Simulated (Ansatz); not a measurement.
# Ligand exchange: HCl + C3H7Ga → H2 + C3H6ClGa

Species: HCl (hydrogen chloride), singlet; C3H7Ga `C=C[CH2][GaH2]`, singlet; H2 (hydrogen), singlet; C3H6ClGa `C=C[CH2][GaH][Cl]`, singlet. The partners trade Cl for H: H–Cl and Ga–H bonds give way to H–H and Ga–Cl.

Shapes, held fixed at every level: PBE0-D4/def2-TZVP. Flexible molecules stand in one conformer, not always the lowest. Programs: Ansatz 0.2.0. The zero-point and thermal change to 298 K, harmonic and unscaled (PBE0-D4/def2-TZVP), is -2.2 kJ/mol.

Q: Estimate ΔH(298 K) of this reaction.

A: The highest level, CCSD(T)/def2-TZVPP, gives ΔH(298 K) = -109.7 kJ/mol; the levels span -119.5 to -89.2. The column of differences is taken from that level and isn't an error. No measured value is set beside it here. Relativity is left out for Ga. Outer-core shells of Ga are correlated, in sets that cover them unevenly. Times are processor times on shared x86 and Arm servers, and rough.

| level | kind | ΔH(298 K) (kJ/mol) | less CCSD(T)/def2-TZVPP | CPU time (sum over the molecules) |
| --- | --- | --- | --- | --- |
| SPW92/def2-TZVPP | LDA | -89.2 | +20.5 | 11 s |
| r2SCAN-D4/def2-TZVPP | meta-GGA | -112.2 | -2.5 | 47 s |
| B3LYP-D4/def2-TZVPP | global hybrid | -119.5 | -9.8 | 45 s |
| wB97M-V/def2-TZVPP | range-separated hybrid | -111.5 | -1.8 | 1.9 min |
| B2PLYP/def2-TZVPP | double hybrid | -114.9 | -5.2 | 55 s |
| MP2/def2-TZVPP | perturbation theory | -114.2 | -4.5 | – |
| CCSD(T)/def2-SVP | coupled cluster or CI | -116.0 | -6.3 | 67 s |
| CCSD(T)/def2-TZVPP | coupled cluster or CI | -109.7 | 0.0 | 29 min |
